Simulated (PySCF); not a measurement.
C₄H₃ClF₂, SMILES C=C(F)/C(Cl)=C\F. Heavy atoms are numbered as in [CH2:1]=[C:2]([F:3])/[C:4]([Cl:5])=[CH:6]\[F:7]. Hydrogens are named by the atom that carries them.

Geometry: B3LYP-D3(BJ)/def2-SVP. The structure was generated by enumeration; whether it is a known compound was not checked. The values are those of a single conformer.

The numbers are results of PBE/pcSseg-1 in PySCF, not measurements.

GIAO shieldings, no solvent; atoms alike by connectivity are averaged. δ = σ(ref) − σ: ¹³C against TMS (σ = 182.0 ppm); ¹⁹F against CFCl3 (σ = 133.6 ppm); ³⁵Cl against HCl (σ = 936.5 ppm); ¹H against TMS (σ = 31.49 ppm), references at their B3LYP-D3(BJ)/def2-TZVP geometries, non-relativistic (without spin–orbit terms, shifts of atoms bonded to Cl or Br come out too high).

```csv
atoms,nucleus,count,δ (ppm)
C2,¹³C,1,169.6
C6 (CH),¹³C,1,157.9
C4,¹³C,1,[?]
C1 (CH2),¹³C,1,100.2
F7,¹⁹F,1,-118.3
F3,¹⁹F,1,[?]
Cl5,³⁵Cl,1,[?]
H on C6,¹H,1,7.22
H on C1,¹H,2,[?]
```

Task: Fill in the missing entries. (The exact figures need the calculation; the answer reports its results.)

Result: 
- Cl5, δ (ppm): 181.0
- C4, δ (ppm): 127.1
- F3, δ (ppm): -127.4
- H on C1, δ (ppm): 5.31
